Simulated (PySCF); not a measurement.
A geometry optimisation on `BrBr` (Br2).

Computed with CAM-B3LYP/def2-TZVP geometry optimisation, gas phase (PySCF 2.14.0). Start geometry: GFN2-xTB. The input is one job of a driver script: a line of settings, then coordinates in Å.

Input:
```
{"job": {"xc": "CAM-B3LYP", "basis": "def2-TZVP", "grid": 1, "kind": "geom"}, "charge": 0, "multiplicity": 1}
Br     1.142070    -0.003008    -0.002702
Br    -1.139313     0.004276    -0.011446
```

Output:
```
step   0  E = -5148.55224310  max force = 0.003243
step   1  E = -5148.55225921  max force = 0.001753
step   2  E = -5148.55227099  max force = 0.000126
optimisation converged
```

Energies in Eh; «max force» is the largest Cartesian gradient component in Eh/bohr.

Question: How much energy does the optimisation release, in kJ/mol?

Answer: E(step 0) − E(last step) = 0.000028 Eh, which is 0.1 kJ/mol.

Question: Give the first gradient maximum in eV/Å.

Answer: With 1 Eh/bohr = 51.422 eV/Å, 0.167 eV/Å.

Summary of the converged run: final energy -5148.55227 Eh after 2 steps; dipole 0.00 D.

Question: Give the final coordinates.

Answer: 0.005 Å rms from the input after alignment:
```
atom  x, y, z in Å
Br1    1.1406   -0.0034    0.0053
Br2   -1.1503    0.0149   -0.0168
```

Question: Estimate the wall time. Hardware: one thread, Arm Neoverse V2 (aarch64), shared host with 96 logical CPUs at a one-minute load of 17. And the peak memory of the process?

Answer: About 7.1 s, with 0.48 GiB resident at the peak, the Python interpreter and its libraries included.
Labels such as C1 count atoms from 1, the log's own numbers from 0.
